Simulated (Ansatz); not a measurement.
Stepwise reaction of `[SiH3]OB(O[SiH3])O[SiH3]` with hydrogen, as a gas-phase model of exchange steps in deposition or etching. ΔE in kJ/mol; ΔG adds harmonic PBE0-D4 terms to CCSD(T)/CBS, at 1 bar.

Calculated with Ansatz (gas phase, PBE0-D4/def2-TZVP geometries, no zero-point term in ΔE). CCSD(T)/CBS is the MP2 limit (def2-TZVPP, def2-QZVPP) plus CCSD(T) − MP2 in def2-TZVPP, frozen cores. This one scheme is used for every species. DFT in def2-TZVPP. B3LYP here is the variant with VWN-RPA as its local correlation; programs differ in this. One conformer a species, not always the lowest.

```
step                                                         reaction  PBE-D4  B3LYP-D4  ωB97M-V  CCSD(T)/CBS  ΔG(600 K)
   1  `[SiH3]OB(O[SiH3])O[SiH3]` + H₂ → `[SiH3]OBO[SiH3]` + `O[SiH3]`   107.8     116.2    113.2        112.5       93.1
   2                  `[SiH3]OBO[SiH3]` + H₂ → `BO[SiH3]` + `O[SiH3]`   126.7     130.7    128.0        127.2      116.4
   3                                `BO[SiH3]` + H₂ → BH₃ + `O[SiH3]`   131.0     130.0    127.1        125.6      120.9
```

Q: By hand: ΔE of the 3 steps together at CCSD(T)/CBS.

A: (112.5) + (127.2) + (125.6) = 365.3 kJ/mol, or 121.8 kJ/mol a step.

In ΔE step 1 is the lowest and step 2 the highest. All are uphill at CCSD(T)/CBS. ΔG lies between 93.1 and 120.9 kJ/mol a step. PBE-D4 differs from CCSD(T)/CBS by -4.7 to 5.4 kJ/mol a step. Isolated molecules leave out the surface, adducts and barriers. Largest T1 diagnostic: 0.013.
